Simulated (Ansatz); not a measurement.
Consider the ligand exchange at the Sn–O bond: `C[O][Sn][OH]` + HCl → `C[O][Sn][Cl]` + H₂O.

Calculated with Ansatz (gas phase, PBE0-D4/def2-TZVP geometries, no zero-point term in ΔE). CBS: MP2 limit from def2 TZ/QZ plus the TZ coupled-cluster correction, frozen cores. This one scheme is used for every species. def2 core potentials past Kr. For Sn outer-core shells are correlated without core-valence functions, which leaves a few kJ/mol of doubt a bond. Each species was taken in one conformer, which may not be the lowest.

`C[O][Sn][OH]`:

Cartesian coordinates in Å:
```
C -0.622 0.829 0.177
O -0.145 0.556 -1.110
Sn 1.030 -0.943 -1.656
O 1.243 -1.805 0.114
H 0.190 1.018 0.894
H -1.246 1.728 0.146
H -1.241 0.014 0.576
H 0.791 -1.397 0.858
```

HCl:

Z-matrix (Å, degrees):
```
Cl
H 1 1.279
```

`C[O][Sn][Cl]`:

Cartesian coordinates in Å:
```
C -0.833 -0.232 0.235
O -0.266 0.043 -1.021
Sn 1.550 0.550 -1.546
Cl 2.557 0.568 0.619
H -1.244 -1.247 0.236
H -0.109 -0.148 1.051
H -1.655 0.466 0.426
```

H₂O:

Cartesian coordinates in Å:
```
O -0.300 -0.108 0.223
H -0.334 0.259 -0.663
H 0.634 -0.151 0.439
```

```tsv
species	CCSD(T)/CBS(def2) energy (Eh)
`C[O][Sn][OH]`	-404.87801
HCl	-460.38127
`C[O][Sn][Cl]`	-788.90874
H₂O	-76.37941
```

Problem. Work out ΔE.

Solution. ΔE = (-788.90874) + (-76.37941) − (-404.87801) − (-460.38127) = -0.02887 Eh = -75.8 kJ/mol.

Largest T1 diagnostic among the species: 0.017.

Leaving LDA and LC-ωPBE aside and taking each functional with its dispersion term where it has one, the values, not all of them listed here, spread over 10.7 kJ/mol, from BHLYP-D4 to ωB97X-V. At CCSD(T), def2-SVP lies +5.8 kJ/mol from the extrapolated value and def2-TZVPP +6.0 kJ/mol. In def2-TZVPP, CCSD(T) changes the Hartree–Fock value by +13.7 kJ/mol (the triples alone add +1.2 kJ/mol) and MP2 by +10.7 kJ/mol.
